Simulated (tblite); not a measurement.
Parent: `[CH:1]#[C:2][Si@H:3]1[CH:4]=[CH:5][SiH2:6][O:7]1`, C4H6OSi2.

Computed geometry: GFN2-xTB, gas phase. One conformer each, not checked by frequencies here.

```json
{"coordinate of the parent": "C1≡C2", "value": "1.202 Å"}
{"coordinate of the parent": "C2–Si3", "value": "1.850 Å"}
{"coordinate of the parent": "Si3–C4", "value": "1.891 Å"}
{"coordinate of the parent": "C4=C5", "value": "1.334 Å"}
{"coordinate of the parent": "C5–Si6", "value": "1.890 Å"}
{"coordinate of the parent": "Si6–O7", "value": "1.640 Å"}
{"coordinate of the parent": "Si3–O7", "value": "1.645 Å"}
{"coordinate of the parent": "C1–C2–Si3", "value": "179.3°"}
{"coordinate of the parent": "C2–Si3–C4", "value": "112.2°"}
{"coordinate of the parent": "C2–Si3–O7", "value": "109.5°"}
{"coordinate of the parent": "C4–Si3–O7", "value": "97.0°"}
{"coordinate of the parent": "Si3–C4–C5", "value": "113.3°"}
{"coordinate of the parent": "C4–C5–Si6", "value": "113.5°"}
{"coordinate of the parent": "C5–Si6–O7", "value": "97.0°"}
{"coordinate of the parent": "Si3–O7–Si6", "value": "119.3°"}
```

Task: How does the shared frame change in `[CH:1]#[C:2][Si@H:3]1[CH:4]=[C:5]([N:6]=[CH2:7])[SiH2:8][O:9]1` with C4–C5–N6–C7 87°, C5H7NOSi2? Atoms pair as C1 = C1, C2 = C2, Si3 = Si3, C4 = C4, C5 = C5, Si6 = Si8, O7 = O9 (parent first).

Result: 
| parent | relative | value in the relative | change |
| --- | --- | --- | --- |
| C1≡C2 | C1≡C2 | 1.202 Å | 0.000 |
| C2–Si3 | C2–Si3 | 1.852 Å | +0.002 |
| Si3–C4 | Si3–C4 | 1.869 Å | -0.022 |
| C4=C5 | C4=C5 | 1.347 Å | +0.013 |
| C5–Si6 | C5–Si8 | 1.913 Å | +0.023 |
| Si6–O7 | Si8–O9 | 1.622 Å | -0.018 |
| Si3–O7 | Si3–O9 | 1.664 Å | +0.019 |
| C1–C2–Si3 | C1–C2–Si3 | 179.0° | -0.3 |
| C2–Si3–C4 | C2–Si3–C4 | 112.7° | +0.5 |
| C2–Si3–O7 | C2–Si3–O9 | 107.9° | -1.6 |
| C4–Si3–O7 | C4–Si3–O9 | 97.3° | +0.3 |
| Si3–C4–C5 | Si3–C4–C5 | 113.5° | +0.2 |
| C4–C5–Si6 | C4–C5–Si8 | 112.9° | -0.6 |
| C5–Si6–O7 | C5–Si8–O9 | 96.8° | -0.2 |
| Si3–O7–Si6 | Si3–O9–Si8 | 119.5° | +0.2 |

Of the parent's bonds, Si3–C4 and C5–Si6 change most and about equally (-0.022 to +0.023 Å). Bonds of the relative outside the shared frame: C5–N6 1.348, N6=C7 1.253 Å. Point group C1 → C1.

Task: How does the shared frame change in `[CH:1]#[C:2][Si@H:3]1[CH:4]=[C:5]([O:6][SiH3:7])[SiH2:8][O:9]1` with C4–C5–O6–Si7 1°, C4H8O2Si3? Atoms pair as C1 = C1, C2 = C2, Si3 = Si3, C4 = C4, C5 = C5, Si6 = Si8, O7 = O9 (parent first).

Result: 
| parent | relative | value in the relative | change |
| --- | --- | --- | --- |
| C1≡C2 | C1≡C2 | 1.202 Å | 0.000 |
| C2–Si3 | C2–Si3 | 1.851 Å | +0.001 |
| Si3–C4 | Si3–C4 | 1.874 Å | -0.017 |
| C4=C5 | C4=C5 | 1.339 Å | +0.005 |
| C5–Si6 | C5–Si8 | 1.901 Å | +0.011 |
| Si6–O7 | Si8–O9 | 1.633 Å | -0.007 |
| Si3–O7 | Si3–O9 | 1.654 Å | +0.009 |
| C1–C2–Si3 | C1–C2–Si3 | 179.0° | -0.3 |
| C2–Si3–C4 | C2–Si3–C4 | 112.7° | +0.5 |
| C2–Si3–O7 | C2–Si3–O9 | 108.6° | -0.9 |
| C4–Si3–O7 | C4–Si3–O9 | 97.7° | +0.7 |
| Si3–C4–C5 | Si3–C4–C5 | 112.5° | -0.8 |
| C4–C5–Si6 | C4–C5–Si8 | 114.2° | +0.7 |
| C5–Si6–O7 | C5–Si8–O9 | 96.3° | -0.7 |
| Si3–O7–Si6 | Si3–O9–Si8 | 119.2° | -0.1 |

Of the parent's bonds, Si3–C4 changes most (-0.017 Å). Bonds of the relative outside the shared frame: C5–O6 1.349, O6–Si7 1.626 Å. Point group C1 → C1.

Task: How does the shared frame change in `[CH:1]#[C:2][Si@@H:3]1[CH:4]=[C:5]([CH2:6][O:7][CH3:8])[SiH2:9][O:10]1` with C4–C5–C6–O7 177°, C5–C6–O7–C8 177°, C6H10O2Si2? Atoms pair as C1 = C1, C2 = C2, Si3 = Si3, C4 = C4, C5 = C5, Si6 = Si9, O7 = O10 (parent first).

Result: 
```csv
parent,relative,value in the relative,change
C1≡C2,C1≡C2,1.202 Å,0.000
C2–Si3,C2–Si3,1.851 Å,+0.001
Si3–C4,Si3–C4,1.886 Å,-0.005
C4=C5,C4=C5,1.334 Å,0.000
C5–Si6,C5–Si9,1.891 Å,+0.001
Si6–O7,Si9–O10,1.646 Å,+0.006
Si3–O7,Si3–O10,1.643 Å,-0.002
C1–C2–Si3,C1–C2–Si3,179.0°,-0.3
C2–Si3–C4,C2–Si3–C4,112.3°,+0.1
C2–Si3–O7,C2–Si3–O10,109.5°,0.0
C4–Si3–O7,C4–Si3–O10,97.5°,+0.5
Si3–C4–C5,Si3–C4–C5,112.3°,-1.0
C4–C5–Si6,C4–C5–Si9,114.6°,+1.1
C5–Si6–O7,C5–Si9–O10,96.2°,-0.8
Si3–O7–Si6,Si3–O10–Si9,119.3°,0.0
```

Of the parent's bonds, Si3–C4 and Si6–O7 change most and about equally (-0.005 to +0.006 Å). Bonds of the relative outside the shared frame: C5–C6 1.490, C6–O7 1.410, O7–C8 1.402 Å. Point group C1 → C1.
